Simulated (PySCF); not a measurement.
Predicted microwave data (PBE0-D3(BJ)/def2-SVP geometry optimisation, gas phase in PySCF) for one isomer of C5H3ClFN:

| Property | Result |
| --- | --- |
| Rotational constants | A = 3432, B = 1259, C = 921.1 MHz |
| Dipole components | \|μa\| = 0.87 D, \|μb\| = 3.41 D, \|μc\| = 0.00 D |
| Inertial defect | 0.00 u·Å² |
| κ | -0.73 |

Question: Which structure is it? (One computed conformer of each.)
A. 2-chloro-3-fluoropyridine (`FC1=CC=CN=C1Cl`)
B. 2-chloro-6-fluoropyridine (`FC1=NC(Cl)=CC=C1`)

Answer: B. It is Fc1cccc(Cl)n1, an asymmetric top, point group Cs. The candidates at the same level (rigid rotor, commonest isotopes):

```tsv
SMILES	A (MHz)	B (MHz)	C (MHz)	μa (D)	μb (D)	μc (D)	Δ (u·Å²)	point group	rotor
Fc1cccnc1Cl	2969	1611	1044	3.01	1.01	0.00	0.00	Cs	asymmetric top
Fc1cccc(Cl)n1	3432	1259	921.1	0.87	3.41	0.00	0.00	Cs	asymmetric top
```

`Fc1cccnc1Cl` has B 28 % too high. In the right answer the mirror of this Cs structure is the ab plane, so μc vanishes by symmetry. No structure here is proved a minimum.
